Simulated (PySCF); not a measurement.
A mixed set of molecules. Theory: TDDFT CAM-B3LYP/def2-SVPD, vertical, gas phase, core orbitals frozen in the response in PySCF. Geometries: GFN2-xTB; one conformer of each isolated species. Triplets are in the Tamm–Dancoff approximation. 'Strongest' means the level of largest summed f among the lowest 8 singlets; it needn't be the same kind of state in each.

Problem. Rank by computed HOMO energy, highest first.
A. `C=C(C)P`
B. `C=CP1C=CCC=C1`
C. `[H]/N=C/CO[SiH3]`
D. `C/C=N\[SiH2]O`
E. `[C@@H](C[SiH2]C#N)(C)F`
F. `Cc1ccccc1P`
G. `C[Si@@H](F)N=C=O`
H. `CO/C=N\[SiH3]`

Solution. B (-7.55 eV), F (-7.89 eV), A (-8.15 eV), D (-8.39 eV), H (-8.69 eV), C (-9.09 eV), G (-10.17 eV), E (-10.59 eV).

```tsv
SMILES	HOMO (eV)	S1 (eV)	f (strongest)	strongest (eV)	first f ≥ 0.01 (nm)	f (S1)	S1 mainly
C=CP1C=CCC=C1	-7.55	5.12	0.51	6.83	222	0.010	H→L (96%)
Cc1ccccc1P	-7.89	5.30	0.35	6.63	215	0.004	H→L+1 (46%)
C=C(C)P	-8.15	6.11	0.17	7.42	203	0.111	H→L (87%)
C/C=N\[SiH2]O	-8.39	4.33	0.28	8.02	186	0.001	H→L (93%)
CO/C=N\[SiH3]	-8.69	5.32	0.26	7.45	170	0.003	H→L+1 (96%)
[H]/N=C/CO[SiH3]	-9.09	5.22	0.04	7.40	168	0.002	H→L (81%)
C[Si@@H](F)N=C=O	-10.17	7.21	0.23	9.26	143	0.002	H→L+1 (58%)
C[C@H](F)C[SiH2]C#N	-10.59	7.22	0.08	8.46	165	0.000	H-1→L (27%)
```

H and L stand for HOMO and LUMO.

- `C=CP1C=CCC=C1`: Löwdin shares by element: HOMO phosphorus 40%, carbon 31% or more (atoms not listed hold the other 30%); LUMO carbon 64% or more (atoms not listed hold the other 36%).
- `Cc1ccccc1P`: Löwdin shares by element: HOMO carbon 41% or more, phosphorus 28% (atoms not listed hold the other 31%); LUMO carbon 63% or more (atoms not listed hold the other 37%).
- `C=C(C)P`: Löwdin shares by element: HOMO carbon 44% or more, phosphorus 38%, hydrogen 6% or more; LUMO carbon 44% or more, phosphorus 16%, hydrogen 8% or more (atoms not listed hold the other 31%).
- `C/C=N\[SiH2]O`: Löwdin shares by element: HOMO nitrogen 56%, carbon 22%, silicon 10%; LUMO carbon 41%, nitrogen 27%, silicon 11% (atoms not listed hold the other 21%).
- `CO/C=N\[SiH3]`: Löwdin shares by element: HOMO nitrogen 55%, silicon 12%, carbon 11% or more, hydrogen 8% or more; LUMO carbon 30%, silicon 28%, hydrogen 7% or more (atoms not listed hold the other 35%).
- `[H]/N=C/CO[SiH3]`: Löwdin shares by element: HOMO nitrogen 56%, carbon 23%, hydrogen 7% or more; LUMO carbon 40%, nitrogen 28%, silicon 7% (atoms not listed hold the other 24%).
- `C[Si@@H](F)N=C=O`: Löwdin shares by element: HOMO nitrogen 34%, oxygen 23%, carbon 23% (atoms not listed hold the other 21%); LUMO carbon 41%, silicon 26%, oxygen 9% (atoms not listed hold the other 24%).
- `C[C@H](F)C[SiH2]C#N`: Löwdin shares by element: HOMO carbon 36% or more, silicon 15%, nitrogen 13% (atoms not listed hold the other 37%); LUMO silicon 26%, carbon 25% or more, nitrogen 15% (atoms not listed hold the other 34%).
